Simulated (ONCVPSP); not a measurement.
## u(r) = r·R(r): atom against pseudo-atom (platinum)

Columns: radius, all-electron u(r) and pseudo u(r) of the 5d shell (level -9.23 eV) of platinum in the configuration [Kr] 4d10 4f14 5s2 5p6 5d9 6s0.75; LDA (Perdew-Zunger), non-relativistic, ONCV scheme, ONCVPSP 4.0.1.

```tsv
r (bohr)	all-electron	pseudo
0.120	0.2661	0.0038
0.240	-0.1766	0.0292
0.360	-0.4082	0.0908
0.480	-0.2444	0.1922
0.600	0.0658	0.3250
0.720	0.3630	0.4722
0.840	0.5892	0.6132
0.960	0.7370	0.7297
1.080	0.8185	0.8103
1.200	0.8505	0.8516
1.320	0.8482	0.8573
1.440	0.8237	0.8356
1.560	0.7855	0.7960
1.680	0.7399	0.7470
1.800	0.6908	0.6946
1.920	0.6409	0.6425
2.040	0.5919	0.5923
2.160	0.5447	0.5448
2.280	0.5000	0.5000
2.400	0.4581	0.4581
2.520	0.4192	0.4192
2.640	0.3830	0.3830
2.760	0.3497	0.3497
2.880	0.3191	0.3191
3.000	0.2910	0.2910
3.120	0.2652	0.2652
```

(1) How many radial nodes do the two functions have?

(2) At about which radius was the pseudo-wave matched?

(3) Is the pseudo-wave norm-conserving?

## Answers

(1) The all-electron 5d function has n − l − 1 = 2; the pseudo-wave has 0, since the states of the same l below it are removed with the core.

(2) 2.40 bohr. The columns agree to 0.0005 from 2.04 bohr on; several derivatives are matched, so the curves merge somewhat inside the radius.

(3) Yes: the ONCV scheme keeps the norm inside the radius equal to the all-electron one, which fixes the energy derivative of the logarithmic derivative at the level.
